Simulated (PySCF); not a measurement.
## Correlation energy of Sn (tin, neutral)

[Kr] 4d10 5s2 5p2, high-spin 3P determinant. Computed with PySCF 2.14 in aug-cc-pwCVDZ-PP with ECP28MDF, with scalar relativity through the core potential. Frozen: 4s2 4p6 4d10; 4 electrons correlated.

```csv
level,correlation energy (mhartree)
CCSD,-51.89
(T),-0.95
CCSD(T),-52.84
CCSDT,-53.13
```

Diagnostics: T1 = 0.0091, D1 = 0.0254, largest double amplitude 0.074.

Cost of the coupled-cluster step: of the order of 0.8 core-seconds, for 4 correlated electrons.

Iterations:

```
CC2 = 0
CCSD nocc = (np.int64(3), np.int64(1)), nmo = (39, 39)
frozen orbitals [[0, 1, 2, 3, 4, 5, 6, 7, 8], [0, 1, 2, 3, 4, 5, 6, 7, 8]]
max_cycle = 100
direct = 0
conv_tol = 1e-08
conv_tol_normt = 1e-06
diis_space = 8
diis_start_cycle = 0
Init t2, MP2 energy = -0.0380375767304647
Init E_corr(UCCSD) = -0.0380375767309831
cycle = 1  E_corr(UCCSD) = -0.0475559813531389  dE = -0.00951840462  norm(t1,t2) = 0.0505472
cycle = 2  E_corr(UCCSD) = -0.0503115595023958  dE = -0.00275557815  norm(t1,t2) = 0.0189792
cycle = 3  E_corr(UCCSD) = -0.051886151195712  dE = -0.00157459169  norm(t1,t2) = 0.00859291
cycle = 4  E_corr(UCCSD) = -0.0518802396115703  dE = 5.91158414e-06  norm(t1,t2) = 0.00175193
cycle = 5  E_corr(UCCSD) = -0.0518924220421269  dE = -1.21824306e-05  norm(t1,t2) = 0.000269191
cycle = 6  E_corr(UCCSD) = -0.051887920115008  dE = 4.50192712e-06  norm(t1,t2) = 5.33646e-05
cycle = 7  E_corr(UCCSD) = -0.0518901180855207  dE = -2.19797051e-06  norm(t1,t2) = 1.0125e-05
cycle = 8  E_corr(UCCSD) = -0.0518894515481741  dE = 6.66537347e-07  norm(t1,t2) = 2.82576e-06
cycle = 9  E_corr(UCCSD) = -0.0518895438606667  dE = -9.23124926e-08  norm(t1,t2) = 5.04756e-07
cycle = 10  E_corr(UCCSD) = -0.0518895427526964  dE = 1.1079703e-09  norm(t1,t2) = 8.93479e-08
UCCSD converged
E(UCCSD) = -213.3876229423236  E_corr = -0.05188954275269642
UCCSD(T) correction = -0.000945331065812392
```
